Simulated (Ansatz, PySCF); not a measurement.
System: BO, net charge 0, doublet state. 
Structure (B3LYP-D3(BJ)/def2-TZVP (Ansatz, an electronic-structure program) minimum search):
SMILES: [B]=O
```xyz
2

B      0.0000     0.0000    -0.7398
O      0.0000     0.0000     0.4623
```
Charge 0, spin multiplicity 2.

Dipole moments at this geometry, in debye (magnitudes).

```json
[
 {"level": "B97M-V/def2-TZVPD", "program": "Ansatz", "dipole (D)": "2.32"},
 {"level": "TPSSh/def2-TZVPD", "program": "PySCF", "dipole (D)": "2.28"},
 {"level": "PW6B95/def2-TZVPD", "program": "PySCF", "dipole (D)": "2.42"},
 {"level": "LC-wPBE/def2-TZVPD", "program": "Ansatz", "dipole (D)": "2.47"},
 {"level": "CCSD(T)/aug-cc-pVDZ", "program": "Ansatz", "dipole (D)": "2.26"}
]
```
